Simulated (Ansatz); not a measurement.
Reaction (SMILES): [SeH] (SeH) → [SeH-] (an electron is taken up)
B3LYP-D3(BJ)/def2-TZVP geometries, fixed; electronic energies without zero-point terms; positive where energy is released.
Largest species:
```
Se
H 1 1.4749
```
Charge 0, spin multiplicity 2.

Basis-set convergence of the adiabatic electron affinity at CCSD(T) with Ansatz (an electronic-structure program). Cartesian d functions, on some or all atoms, in 6-31G, 6-31G*; all else is spherical. Cores are frozen (with 3d on Ga to Br). Open shells are unrestricted. No added dispersion term, no relativity. Functions are those of the species that has most. Reference: Hartree-Fock in aug-cc-pVQZ plus the correlation part extrapolated as X^-3 from aug-cc-pVTZ and aug-cc-pVQZ, 2.357 eV, itself unsure by roughly 0.019 eV (a third of the extrapolation step and of the last Hartree-Fock step).

| basis | functions | adiabatic electron affinity (eV) |
|---|---|---|
| STO-3G | 19 | (withheld) |
| 6-31G | 31 | 1.422 |
| def2-SV(P) | 34 | (withheld) |
| 6-31G* | 37 | 1.509 |
| def2-SVP | 37 | 1.203 |
| aug-cc-pVDZ | 45 | (withheld) |
| aug-pcseg-1 | 45 | 2.138 |
| def2-TZVP | 54 | 1.916 |
| cc-pVTZ | 57 | 1.929 |
| def2-TZVPP | 62 | 1.937 |
| def2-TZVPD | 66 | 2.173 |
| def2-QZVP | 105 | (withheld) |
| aug-pcseg-3 | 142 | 2.282 |

Q: Some entries are withheld; supply them.

A: 
- STO-3G, adiabatic electron affinity (eV): -3.530
- def2-SV(P), adiabatic electron affinity (eV): 1.174
- aug-cc-pVDZ, adiabatic electron affinity (eV): 2.113
- def2-QZVP, adiabatic electron affinity (eV): 2.130
